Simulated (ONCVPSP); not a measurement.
## aluminium, ONCV: configuration errors across variants

* Element: Al (Z = 13)
* Generator: ONCVPSP 4.0.1
* Type: optimised norm-conserving Vanderbilt (ONCV)
* Functional: PBEsol
* Relativity: non-relativistic
* Frozen core: [He]
* Valence charge: 11
* Reference configuration: 2s2 2p6 3s2 3p1
* Partial waves: 2s+3s: rc 1.25 bohr, ncon 4, nbas 7, qcut 8.1 1/bohr, 2 projectors; 2p+3p: rc 1.10 bohr, ncon 5, nbas 8, qcut 14.7 1/bohr, 2 projectors; d scattering state at 0.28 Ha: rc 1.25 bohr, ncon 4, nbas 7, qcut 6.5 1/bohr, 2 projectors, debl 2.4 Ha
* Local potential: polynomial inside 0.75 bohr (lpopt 5, dvloc0 0 Ha)
* Core correction: Teter function, fcfact 2.75, rcfact 1.45

All-electron excitation energies from the reference (eV): (1) 2s2 2p6 3s2 3p0 5.746; (2) 2s2 2p6 3s1 3p0 24.883; (3) 2s2 2p6 3s1 3p1 11.499.

1 further variants failed, have other tests or another functional or relativity, and are left out.

Errors AE − PS in meV (a dash: test not solved or not reliable):

```csv
change,(1),(2),(3),bound ghosts,GHOST(+) flags above zero
base,+0.3,-0.4,-0.4,none,none
core correction none,+0.3,-0.3,-0.3,none,none
p: nproj 4,+0.3,-0.4,-0.4,none,p
d: nbas 8,+0.3,-0.4,-0.4,none,none
s: qcut 8.4,+0.3,-0.4,-0.5,none,none
"p: ncon 4, nbas 7",+0.3,-0.4,-0.5,none,none
"all radii but the core radius scaled by about 0.84 (s 1.06, p 0.92, d 1.06 bohr); local potential polynomial inside 0.64 bohr (lpopt 5, dvloc0 0 Ha)",+0.2,-0.3,-0.3,none,none
```

(1) Give the same row for: core correction Teter function, fcfact 5.5, rcfact 1.45.

Answers

(1) +0.3, -0.4, -0.5; bound ghosts: none; GHOST(+) flags above zero: none.
